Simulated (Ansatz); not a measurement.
# Which method gave which barrier?

Saddle point of SiH3Cl2OF, singlet (SiH₂Cl₂O ([OH][SiH]([Cl])[Cl]) + HF → SiHCl₂F ([F][SiH]([Cl])[Cl]) + H₂O; bonds formed: Si1–F7, O2–H6; bonds broken: Si1–O2, H6–F7), PBE0-D4/def2-TZVP structure:

| atom | x (Å) | y (Å) | z (Å) |
| --- | --- | --- | --- |
| Si1 | -0.3704 | -0.3488 | -0.3068 |
| O2 | 0.8517 | 0.3979 | 0.7378 |
| Cl3 | 0.4222 | -1.1065 | -2.0143 |
| Cl4 | -0.5096 | -2.0583 | 0.9156 |
| H5 | -1.7837 | 0.0374 | -0.2784 |
| H6 | 0.6264 | 1.3321 | 0.1382 |
| F7 | -0.0407 | 1.4589 | -0.8842 |
| H8 | 0.8041 | 0.2875 | 1.6922 |

Ansatz 0.2.0; basis: def2-TZVPP, with def2-QZVPP for the basis limit; cores frozen in the correlated methods. Extrapolation: Hartree–Fock as exp(−7.88 √X), correlation as X^−2.97. Four methods, as single points on the PBE0-D4 structures, gave these electronic barriers from the start structure: 0.895, 1.013, 1.073, 1.628 eV.

Question: The methods were, in alphabetical order, BLYP-D4, HF, MP2, r2SCAN-D4. Which gave which? (A judgement: the text doesn't fix the answer.)

Answer: By the calculation: r2SCAN-D4 0.895; BLYP-D4 1.013; MP2 1.073; HF 1.628 eV. For comparison, CCSD(T) at an estimated basis limit (MP2 extrapolated from triple and quadruple zeta, plus CCSD(T) − MP2 in triple zeta) gives 1.100 eV.

T1 diagnostic: at most 0.011.

Steps of this kind, hydrogen fluoride cutting a network bond, underlie vapour etching and the fluorination step of atomic layer etching.

Labels in which every atom is bracketed show which atoms are joined, not bond orders.

For scale, one of the runs: CCSD(T)/def2-TZVPP, 230 basis functions, launched by `ansatz run in.yaml --threads 4 --pin off --events-out ev --progress --plain --max-ram 9574MiB`. Hardware: 4 CPU threads of an Intel Xeon, shared host. Wall time 100 s; peak host memory 3.8 GiB.
